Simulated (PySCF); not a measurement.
## Working out the ionisation energy of Ar²⁺

Ar²⁺ [Ne] 3s2 3p4 (3P) → Ar³⁺ [Ne] 3s2 3p3 (4S). Calculation: PySCF 2.14, in aug-cc-pwCVDZ (6s5p3d, 36 functions); the non-relativistic Hamiltonian (point nucleus). Frozen: nothing. Energies in hartree (1 hartree = 27.21139 eV):

```json
{"part": "UHF", "Ar²⁺ (lower)": "-525.292063", "Ar³⁺ (upper)": "-523.847310"}
{"part": "MP2 opposite-spin", "Ar²⁺ (lower)": "-0.181267", "Ar³⁺ (upper)": "-0.165667"}
{"part": "MP2 same-spin", "Ar²⁺ (lower)": "-0.072736", "Ar³⁺ (upper)": "-0.068905"}
```

Question: What does Hartree-Fock give?

Answer: (-523.847310) − (-525.292063) = 1.444753 hartree = 39.314 eV.

Question: What do MP2 and SCS-MP2 (6/5 opposite-spin, 1/3 same-spin) give?

Answer: The opposite-spin parts differ by 0.424 eV and the same-spin parts by 0.104 eV. MP2: 39.314 + (0.424) + (0.104) = 39.842 eV. SCS-MP2: 39.314 + 1.2 × (0.424) + (0.104)/3 = 39.857 eV.

A first-order spin-orbit estimate adds 0.061 eV to MP2 (all electrons), giving 39.903 eV against 40.735 ± 0.012 eV (semi-empirical (NIST evaluation); NIST Atomic Spectra Database, ionization energies).

A double-zeta basis recovers only part of the correlation energy.

What remains against the reference includes basis incompleteness and correlation beyond second order.
